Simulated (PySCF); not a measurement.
C2H7Al, charge +1, doublet, at a GFN2-xTB geometry (such geometries of metal compounds can be far from the true shape) (a state made from the parent by changing its charge; the spin is typed, not shown lowest), with bond 4-2 at 1.4 times its length; CASSCF(7,9)/STO-3G (PySCF).

The PySCF input:
```python
from pyscf import gto, scf, mcscf
import numpy

mol = gto.Mole()
mol.atom = '''
    Al    0.215750   -0.058623   -0.174075
    C    -0.491612   -1.822315    0.463566
    H     0.095499   -2.581909   -0.080292
    H    -1.983512   -1.996793    0.139435
    H    -0.342761   -1.950567    1.543594
    C     0.062029    1.939041   -0.116963
    H     0.903838    2.310370   -0.726008
    H     0.147880    2.329896    0.905089
    H    -0.884248    2.283969   -0.553600
    H     1.409788   -0.383066   -1.137467
'''
mol.basis = 'sto-3g'
mol.charge = 1
mol.spin = 1
mol.verbose = 4
mol.build()

mf = scf.ROHF(mol)
mf.kernel()
mc = mcscf.CASSCF(mf, 9, 7)
mc.fix_spin_(ss=0.75)
mc.kernel()
occ = numpy.linalg.eigvalsh(mc.fcisolver.make_rdm1(mc.ci, mc.ncas, mc.nelecas))[::-1]
ss = mc.fcisolver.spin_square(mc.ci, mc.ncas, mc.nelecas)[0]
print('natural occupations', occ.round(4), ' <S^2>', round(ss, 4))
```

Write the output that PySCF gives for this input, abridged.


```
PySCF version 2.14.0

[INPUT] verbose = 4
[INPUT] num. atoms = 10
[INPUT] num. electrons = 31
[INPUT] charge = 1
[INPUT] spin (= nelec alpha-beta = 2S) = 1
[INPUT] symmetry False subgroup None
[INPUT] Mole.unit = angstrom
[INPUT] Symbol           X                Y                Z      unit          X                Y                Z       unit  Magmom
[INPUT]  1 Al     0.215750000000  -0.058623000000  -0.174075000000 AA    0.407708411375  -0.110781414600  -0.328954075134 Bohr   0.0
[INPUT]  2 C     -0.491612000000  -1.822315000000   0.463566000000 AA   -0.929012039550  -3.443676262687   0.876012780660 Bohr   0.0
[INPUT]  3 H      0.095499000000  -2.581909000000  -0.080292000000 AA    0.180466955170  -4.879100888550  -0.151729889994 Bohr   0.0
[INPUT]  4 H     -1.983512000000  -1.996793000000   0.139435000000 AA   -3.748294444788  -3.773391897449   0.263493962179 Bohr   0.0
[INPUT]  5 H     -0.342761000000  -1.950567000000   1.543594000000 AA   -0.647724416182  -3.686037417614   2.916969907522 Bohr   0.0
[INPUT]  6 C      0.062029000000   1.939041000000  -0.116963000000 AA    0.117217821781   3.664256434303  -0.221028036708 Bohr   0.0
[INPUT]  7 H      0.903838000000   2.310370000000  -0.726008000000 AA    1.708006280975   4.365966546411  -1.371956284243 Bohr   0.0
[INPUT]  8 H      0.147880000000   2.329896000000   0.905089000000 AA    0.279452699301   4.402865338720   1.710370328356 Bohr   0.0
[INPUT]  9 H     -0.884248000000   2.283969000000  -0.553600000000 AA   -1.670986546194   4.316075886997  -1.046152382559 Bohr   0.0
[INPUT] 10 H      1.409788000000  -0.383066000000  -1.137467000000 AA    2.664113213698  -0.723889827633  -2.149501105731 Bohr   0.0

nuclear repulsion = 92.8708441296204
number of shells = 18
number of NR pGTOs = 78
number of NR cGTOs = 26
basis = sto-3g
ecp = {}

******** <class 'pyscf.scf.rohf.ROHF'> ********
method = ROHF
initial guess = minao
damping factor = 0
level_shift factor = 0
DIIS = <class 'pyscf.scf.diis.CDIIS'>
diis_start_cycle = 1
diis_space = 8
diis_damp = 0
SCF conv_tol = 1e-09
SCF conv_tol_grad = None
SCF max_cycles = 50
direct_scf = True
direct_scf_tol = 1e-13
num. doubly occ = 15  num. singly occ = 1
Set gradient conv threshold to 3.16228e-05
init E= -317.23864833811
  HOMO = -0.245918941377641  LUMO = 0.165514929512283  gap/eV = 11.19569
cycle= 1 E= -317.494181990958  delta_E= -0.256  |g|= 0.276  |ddm|= 2.32
  HOMO = -0.488252500002249  LUMO = 0.0251639611502095  gap/eV = 13.97077
cycle= 2 E= -317.527328803896  delta_E= -0.0331  |g|= 0.144  |ddm|= 0.621
  HOMO = -0.432602318190189  LUMO = 0.0497178112613885  gap/eV = 13.12460
cycle= 3 E= -317.538648556239  delta_E= -0.0113  |g|= 0.0463  |ddm|= 0.246
  HOMO = -0.43931587631465  LUMO = 0.0526211386324849  gap/eV = 13.38629
cycle= 4 E= -317.540337910955  delta_E= -0.00169  |g|= 0.0122  |ddm|= 0.0791
  HOMO = -0.439806504792486  LUMO = 0.0512540593797149  gap/eV = 13.36244
cycle= 5 E= -317.540799359075  delta_E= -0.000461  |g|= 0.0113  |ddm|= 0.052
  HOMO = -0.440810358817936  LUMO = 0.0511125762754538  gap/eV = 13.38590
cycle= 6 E= -317.541043387322  delta_E= -0.000244  |g|= 0.00778  |ddm|= 0.0315
  HOMO = -0.442489518938538  LUMO = 0.0508411173883021  gap/eV = 13.42421
cycle= 7 E= -317.541262306041  delta_E= -0.000219  |g|= 0.00295  |ddm|= 0.0673
  HOMO = -0.442669319491602  LUMO = 0.0508271801418948  gap/eV = 13.42872
cycle= 8 E= -317.541270251994  delta_E= -7.95e-06  |g|= 0.000514  |ddm|= 0.00702
  HOMO = -0.44263505531153  LUMO = 0.050874595673397  gap/eV = 13.42908
cycle= 9 E= -317.54127108025  delta_E= -8.28e-07  |g|= 0.00044  |ddm|= 0.00348
  HOMO = -0.442653238846153  LUMO = 0.050901090440808  gap/eV = 13.43030
cycle= 10 E= -317.541271425265  delta_E= -3.45e-07  |g|= 0.000116  |ddm|= 0.00154
  HOMO = -0.442678800189736  LUMO = 0.0509028748445414  gap/eV = 13.43104
cycle= 11 E= -317.541271484735  delta_E= -5.95e-08  |g|= 4.24e-05  |ddm|= 0.00083
  HOMO = -0.442675904976435  LUMO = 0.0509012942031932  gap/eV = 13.43092
cycle= 12 E= -317.541271492204  delta_E= -7.47e-09  |g|= 1.26e-05  |ddm|= 0.000235
  HOMO = -0.442677848992272  LUMO = 0.050899315093486  gap/eV = 13.43092
cycle= 13 E= -317.541271493067  delta_E= -8.63e-10  |g|= 3.51e-06  |ddm|= 9.76e-05
  HOMO = -0.442679372747355  LUMO = 0.0508989504837992  gap/eV = 13.43095
Extra cycle  E= -317.541271493095  delta_E= -2.76e-11  |g|= 2.35e-06  |ddm|= 1.44e-05
converged SCF energy = -317.541271493095

******** <class 'pyscf.mcscf.mc1step.CASSCF'> ********
CAS (4e+3e, 9o), ncore = 12, nvir = 5
max_cycle_macro = 50
max_cycle_micro = 4
conv_tol = 1e-07
conv_tol_grad = None
orbital rotation max_stepsize = 0.02
orbital rotation threshold for CI restart = 0.01
augmented hessian ah_max_cycle = 30
augmented hessian ah_conv_tol = 1e-12
augmented hessian ah_linear dependence = 1e-14
augmented hessian ah_level shift = 1e-08
augmented hessian ah_start_tol = 2.5
augmented hessian ah_start_cycle = 3
augmented hessian ah_grad_trust_region = 3
kf_trust_region = 3
kf_interval = 4
ci_response_space = 4
ci_grad_trust_region = 3
with_dep4 0
natorb = False
canonicalization = True
sorting_mo_energy = False
ao2mo_level = 2
internal_rotation = False
******** <class 'pyscf.fci.addons.SpinPenaltyFCISolver'> ********
max. cycles = 50
conv_tol = 1e-08
davidson only = True
linear dependence = 1e-12
level shift = 0.001
max iter space = 12
nroots = 1
pspace_size = 400
spin = None
CASCI E = -317.558602100995  S^2 = 0.7500000
Set conv_tol_grad to 0.000316228
macro iter   1 ( 21 JK    4 micro), CASSCF E = -317.572238068348  dE = -1.36359674e-02  S^2 = 0.7500000
               |grad[o]|=0.0267  |grad[c]|=0.0211  |ddm|=0.0496  |maxRot[o]|=0.265
macro iter   2 ( 21 JK    4 micro), CASSCF E = -317.582803449601  dE = -1.05653813e-02  S^2 = 0.7500000
               |grad[o]|=0.0255  |grad[c]|=0.019  |ddm|=0.0306  |maxRot[o]|=0.193
macro iter   3 ( 21 JK    4 micro), CASSCF E = -317.591051596801  dE = -8.24814720e-03  S^2 = 0.7500000
               |grad[o]|=0.0225  |grad[c]|=0.0176  |ddm|=0.0195  |maxRot[o]|=0.308
macro iter   4 ( 21 JK    4 micro), CASSCF E = -317.595332232639  dE = -4.28063584e-03  S^2 = 0.7500000
               |grad[o]|=0.0226  |grad[c]|=0.0113  |ddm|=0.0149  |maxRot[o]|=0.181
macro iter   5 ( 21 JK    4 micro), CASSCF E = -317.600103853514  dE = -4.77162088e-03  S^2 = 0.7500000
               |grad[o]|=0.0169  |grad[c]|=0.019  |ddm|=0.00951  |maxRot[o]|=0.287
macro iter   6 ( 21 JK    4 micro), CASSCF E = -317.602509947213  dE = -2.40609370e-03  S^2 = 0.7500000
               |grad[o]|=0.0123  |grad[c]|=0.0107  |ddm|=0.00769  |maxRot[o]|=0.139
macro iter   7 ( 21 JK    4 micro), CASSCF E = -317.606190387524  dE = -3.68044031e-03  S^2 = 0.7500000
               |grad[o]|=0.012  |grad[c]|=0.0125  |ddm|=0.0121  |maxRot[o]|=0.184
macro iter   8 ( 21 JK    4 micro), CASSCF E = -317.611297596060  dE = -5.10720854e-03  S^2 = 0.7500000
               |grad[o]|=0.0126  |grad[c]|=0.0113  |ddm|=0.00957  |maxRot[o]|=0.182
macro iter   9 ( 21 JK    4 micro), CASSCF E = -317.613073161543  dE = -1.77556548e-03  S^2 = 0.7500000
               |grad[o]|=0.00948  |grad[c]|=0.00994  |ddm|=0.00759  |maxRot[o]|=0.262
macro iter  10 ( 21 JK    4 micro), CASSCF E = -317.614688436346  dE = -1.61527480e-03  S^2 = 0.7500000
               |grad[o]|=0.00595  |grad[c]|=0.00681  |ddm|=0.00818  |maxRot[o]|=0.307
macro iter  11 ( 16 JK    4 micro), CASSCF E = -317.614990620835  dE = -3.02184490e-04  S^2 = 0.7500000
               |grad[o]|=0.00373  |grad[c]|=0.00124  |ddm|=0.00445  |maxRot[o]|=0.137
macro iter  12 ( 11 JK    3 micro), CASSCF E = -317.614995495034  dE = -4.87419925e-06  S^2 = 0.7500000
               |grad[o]|=0.00154  |grad[c]|=0.000392  |ddm|=0.00238  |maxRot[o]|=0.00765
macro iter  13 (  7 JK    2 micro), CASSCF E = -317.614996404440  dE = -9.09405685e-07  S^2 = 0.7500000
               |grad[o]|=0.000854  |grad[c]|=0.000181  |ddm|=0.00119  |maxRot[o]|=0.000746
macro iter  14 (  6 JK    2 micro), CASSCF E = -317.614996686199  dE = -2.81759242e-07  S^2 = 0.7500000
               |grad[o]|=0.000459  |grad[c]|=0.000103  |ddm|=0.000595  |maxRot[o]|=0.000433
macro iter  15 (  5 JK    2 micro), CASSCF E = -317.614996751288  dE = -6.50890684e-08  S^2 = 0.7500000
               |grad[o]|=0.000257  |grad[c]|=7.05e-05  |ddm|=0.000263  |maxRot[o]|=0.000215
1-step CASSCF converged in  15 macro (255 JK  53 micro) steps
CASSCF canonicalization
Density matrix diagonal elements [1.97828215 1.93670926 1.7413188  1.1967826  0.01386288 0.0400366
 0.03951349 0.03715776 0.01633646]
CASSCF energy = -317.614996751288
CASCI E = -317.614996751288  E(CI) = -11.0090155086426  S^2 = 0.7500000
natural occupations [1.9792 1.9645 1.9272 1.0053 0.0618 0.0235 0.0206 0.0119 0.006 ]  <S^2> 0.75
```
